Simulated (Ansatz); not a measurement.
Ansatz (a program for electronic structure) input (RI-MP2/cc-pVQZ):
A basis named .json is the Basis Set Exchange file of that set.

Ansatz 0.2 input:
```yaml
crystal:
  periodic: [false, false, false]
  atoms:
    - {symbol: C, position_ang: [1.30797626, -0.11530799, -0.13642293]}
    - {symbol: C, position_ang: [0.12161185, -0.00590488, -0.01561909]}
    - {symbol: O, position_ang: [-1.16888275, 0.18455828, 0.07224284]}
    - {symbol: H, position_ang: [2.35837514, -0.21907017, -0.23917863]}
    - {symbol: H, position_ang: [-1.58484181, -0.53011876, 0.57348801]}
basis:
  gaussian:
    orbitals: cc-pVQZ
    fitting: {mean_field: def2-universal-jkfit, correlation: cc-pVQZ-RIFIT.json}
magnetization: {spin_polarized: false}
correlation: {method: mp2, electrons: outside_noble_gas}
```

Output:

```
Functional definition: HF
integrals: 0.15 GiB planned
263 factors; integrals over basis functions are off by at most 2.3e0 eV
mean field: 0.39 GiB planned
mean field evaluation 1: about -4126.9457 eV, gradient 3.0e1 eV
mean field evaluation 2: about -4128.6932 eV, gradient 1.3e1 eV
mean field evaluation 4: about -4129.0221 eV, gradient 1.5e0 eV
mean field evaluation 8: about -4129.0278 eV, gradient 1.3e-6 eV
mean field -4129.02780261 eV, -151.7389729904 hartree, gradient 1.3e-6 eV, S^2 0.000000; 0 other end points of the search recorded, 0 dependent functions left out
3 core orbitals not correlated
506 factors; their error is unknown
reference -4129.02780261 eV, -151.7389729904 hartree; 8, 8 occupied and 214, 214 virtual orbitals, 506 factors
second order -15.77140760 eV of doubles, -0.00000000 eV of singles
Total energy: -4144.79921022 eV, -152.3185615296 hartree
```
